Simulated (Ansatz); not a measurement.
Isolated molecules relaxed with PBE0-D4/def2-TZVP in Ansatz; ΔE leaves out vibrations. CBS: MP2 limit from def2 TZ/QZ plus the TZ coupled-cluster correction, frozen cores. Functionals use def2-TZVPP. For Ge outer-core shells are correlated without core-valence functions, which leaves a few kJ/mol of doubt a bond. Scalar relativity is left out up to krypton. One conformer a species, not always the lowest.

Consider the formal exchange of groups at a Ge–Ge bond: `[F][Ge]([F])([F])[GeH3]` + `C[SiH2]C` → `C[SiH2][CH2][GeH3]` + `[F][GeH]([F])[F]`.

`[F][Ge]([F])([F])[GeH3]`:

Z-matrix (Å, degrees):
```
Ge
F 1 1.720
F 1 1.720 2 104.8
F 1 1.720 2 104.8 3 -110.0
Ge 1 2.419 2 113.8 3 125.0
H 5 1.529 1 107.1 2 -60.0
H 5 1.529 1 107.1 2 60.0
H 5 1.529 1 107.1 2 180.0
```

`C[SiH2]C`:

Cartesian coordinates in Å:
```
C -1.251 -0.719 0.646
Si 0.321 0.294 0.581
C 0.961 0.454 -1.171
H -1.618 -0.809 1.671
H -1.081 -1.728 0.260
H -2.038 -0.256 0.045
H 1.362 -0.349 1.434
H 0.063 1.651 1.143
H 1.180 -0.528 -1.597
H 1.879 1.046 -1.200
H 0.223 0.944 -1.811
```

`C[SiH2][CH2][GeH3]`:

Z-matrix (Å, degrees):
```
C
Si 1 1.871
H 1 1.093 2 111.3
H 1 1.092 2 110.7 3 120.0
H 1 1.093 2 110.9 3 -120.2
C 2 1.872 1 111.7 3 61.8
H 2 1.491 1 109.7 3 -58.9
H 2 1.492 1 109.4 3 -176.6
Ge 6 1.957 2 114.6 1 -59.4
H 6 1.094 2 109.2 1 179.6
H 6 1.094 2 109.8 1 62.5
H 9 1.539 6 110.1 2 -53.4
H 9 1.539 6 110.6 2 -173.6
H 9 1.540 6 110.3 2 66.4
```

`[F][GeH]([F])[F]`:

Cartesian coordinates in Å:
```
F 1.515 -0.553 -0.455
Ge -0.058 -0.065 -0.007
F -0.451 1.265 -1.002
F 0.061 0.543 1.584
H -1.067 -1.190 -0.121
```

| level | ΔE (eV) |
| --- | --- |
| PBE-D4 | 0.63 |
| r2SCAN-D4 | 0.57 |

Problem. What does CCSD(T)/CBS give? (Best estimate.)

Solution. Ansatz gave: +0.47 eV. The listed levels differ from it by 0.16, 0.10 eV.

Largest T1 diagnostic among the species: 0.013.

From PBE to PBE0 (25 % exact exchange), in def2-TZVPP and without D4, ΔE moves by −0.07 eV. In def2-TZVPP, CCSD(T) changes the Hartree–Fock value by −0.04 eV (the triples alone add −0.01 eV) and MP2 by −0.09 eV. The D4 term adds −0.06 eV with B3LYP and −0.03 eV with PBE0; it sums over pairs of atoms, weighted by their polarisabilities, and B3LYP, whose exchange is more repulsive, gets the larger term.

B3LYP here is the variant with VWN-RPA as its local correlation; programs differ in this.
